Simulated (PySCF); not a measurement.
Unknown compound

Molecular formula: C10H14O. Simulated spectra:

$^{1}$H NMR (500 MHz, computed): δ 2.20 (m, 2H), 2.20 (m, 4H), 2.14 (m, 4H), 2.01 (m, 2H), 1.77 (m, 2H).

$^{13}$C{$^{1}$H} NMR (computed): δ 203.2, 51.9 (2C), 44.9 (4C), 41.9, 33.4 (2C).

- spin–spin couplings from B3LYP/pcJ-1 (without the spin–dipole term)
- shielding tensors at KT2/pcSseg-1 (GIAO)
- geometry from PBE0-D3(BJ)/def2-SVP
- code: PySCF
- one conformer, rapidly exchanging positions averaged, no relativistic terms, in vacuum

Chemical shifts δ = σref − σ; $^{1}$H (31.18 ppm) and $^{13}$C (183.22 ppm) against TMS, all at this level.

Propose a structure and justify it.

Results:


The formula gives 4 degrees of unsaturation (3 rings in the answer). 5 carbon signals for 10 carbons: some carbons are equivalent by symmetry or fast rotation. Carbon types of the structure: 1 × C, 4 × CH, 5 × CH2, which accounts for all hydrogens. δC 203.2: ketone carbonyl carbon; low-lying n→π* states of the double bond to the heteroatom give a large paramagnetic term (-268 ppm). δC 51.9: sp3 CH α to a carbonyl; the adjacent C=O deshields it moderately. δC 44.9, 41.9: sp3 CH2 in a ring; a saturated carbon with 2 carbon neighbours and no heteroatom attached. δC 33.4: sp3 CH in a ring; a saturated carbon with 3 carbon neighbours and no heteroatom attached. δH 2.20: hydrogen on an sp3 CH α to a carbonyl; α to C=O. δH 2.20, 2.14, 2.01: hydrogen on an sp3 CH2 in a ring. δH 1.77: hydrogen on an sp3 CH in a ring; far from electronegative atoms and π systems.

These data were computed for SMILES O=C1[C@H]2C[C@@H]3C[C@@H](C[C@H]1C3)C2.

This is the structure that produced the data.

Splittings below 1 Hz are ignored in the labels, and close J values are merged. Couplings among chemically equivalent protons are left out too, so labels in AA′BB′ or AA′XX′ sets are apparent multiplicities. Unscaled 3J(H,H) at this level run about 10 % above measured values. Shifts are as computed. Against solution values, carbons near 30 ppm lie about +2 ppm off and those near 130 ppm about -5 ppm. Of 1211 compounds with measured shifts, 218 miss one by over three times the rms of a fit or turn the order of signals round; such compounds aren't used in these exercises.
